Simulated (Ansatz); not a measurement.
Start from `C[CH](C)[Zn][F]` and change one atom or group to get `C[CH](C)[Mg][NH2]`.

Ansatz, PBE0-D4/def2-TZVP geometries, multiplicity 1. Each molecule was computed in one conformer, which needn't be the lowest.

Scalar relativity is left out up to krypton.

```json
{"property": "HOMO energy (ωB97M-V/def2-TZVPP) / eV", "`C[CH](C)[Zn][F]`": "-9.85"}
{"property": "LUMO energy (PBE/def2-TZVPP) / eV", "`C[CH](C)[Zn][F]`": "-1.36"}
{"property": "size of the dipole moment (ωB97M-V/def2-TZVPP) / D", "`C[CH](C)[Zn][F]`": "2.95"}
{"property": "size of the dipole moment (B3LYP/def2-TZVPP) / D", "`C[CH](C)[Zn][F]`": "3.12"}
{"property": "HOMO–LUMO gap (ωB97M-V/def2-TZVPP) / eV", "`C[CH](C)[Zn][F]`": "10.88"}
{"property": "HOMO–LUMO gap (PBE0/def2-TZVPP) / eV", "`C[CH](C)[Zn][F]`": "7.15"}
```

**Question.** What does the change do to each property? (Estimate.)

**Answer.** The calculation gave: 
```
                                          property  `C[CH](C)[Mg][NH2]`  shift
             HOMO energy (ωB97M-V/def2-TZVPP) / eV                -8.35   1.50
                 LUMO energy (PBE/def2-TZVPP) / eV                -1.36   0.00
size of the dipole moment (ωB97M-V/def2-TZVPP) / D                 0.43  -2.52
  size of the dipole moment (B3LYP/def2-TZVPP) / D                 0.38  -2.74
           HOMO–LUMO gap (ωB97M-V/def2-TZVPP) / eV                 8.80  -2.08
              HOMO–LUMO gap (PBE0/def2-TZVPP) / eV                 5.46  -1.69
```

With PBE0 the HOMO rises by 1.52 eV and the LUMO falls by 0.17 eV, so the gap narrows by about 1.69 eV. PBE moves the HOMO by 1.80 eV and ωB97M-V by 1.50 eV. Dipoles are sizes alone; their direction can turn.

B3LYP here is the variant with VWN-RPA as its local correlation; programs differ in this.
